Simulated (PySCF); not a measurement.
C3H5BF2. Atoms are numbered in the order given.

```xyz
11

C      1.4360    -1.2276     0.0000
C      0.1638    -0.7621     0.0000
C     -1.0396    -1.6710     0.0000
B     -0.0559     0.7825     0.0000
F     -1.2847     1.3071     0.0000
F      0.9602     1.6492     0.0000
H      1.6625    -2.3086     0.0000
H      2.2960    -0.5388     0.0000
H     -1.6828    -1.4829    -0.8855
H     -1.6828    -1.4829     0.8855
H     -0.7544    -2.7418     0.0000
```

Coordinates come from a PBE-D3(BJ)/def2-SVP optimisation. Other conformers were not sampled.

All values below come from PBE-D3(BJ)/def2-SVP (PySCF).

Harmonic, unscaled wavenumbers; measured fundamentals usually lie a few per cent lower.

```csv
mode,ν (cm⁻¹),IR (km/mol),moving atoms (share of kinetic energy)
1,63,0.0,"F 52 %, C 32 %, H 16 %"
2,157,1.0,H 96 %
3,182,0.5,"F 43 %, C 37 %, H 18 %"
4,303,0.1,"C 53 %, H 23 %, B 16 %, F 8 %"
5,327,2.7,"C 40 %, F 33 %, H 26 %"
6,434,0.3,"F 45 %, C 35 %, H 11 %, B 8 %"
7,484,11.0,"F 47 %, C 29 %, H 17 %"
8,618,26.4,"H 55 %, B 29 %, C 12 %"
9,695,1.7,"F 52 %, C 30 %, H 11 %"
10,737,20.5,"H 50 %, B 39 %"
11,936,1.7,"H 49 %, C 48 %"
12,943,26.4,"H 74 %, C 26 %"
13,974,6.6,"H 73 %, C 27 %"
14,1013,0.3,"H 65 %, C 35 %"
15,1153,92.7,"C 34 %, H 26 %, B 25 %, F 15 %"
16,1331,37.9,"H 76 %, C 14 %"
17,1359,221.9,"B 46 %, C 28 %, F 13 %, H 12 %"
18,1368,47.1,"H 68 %, B 15 %, C 12 %"
19,1391,157.3,"B 50 %, H 20 %, C 19 %, F 12 %"
20,1399,8.1,H 97 %
21,1415,83.6,H 87 %
22,1644,27.8,"C 88 %, H 10 %"
23,2964,14.6,H 97 %
24,3037,7.1,"H 91 %, C 9 %"
25,3056,9.3,H 94 %
26,3066,10.5,"H 90 %, C 10 %"
27,3159,4.5,"H 89 %, C 11 %"
```
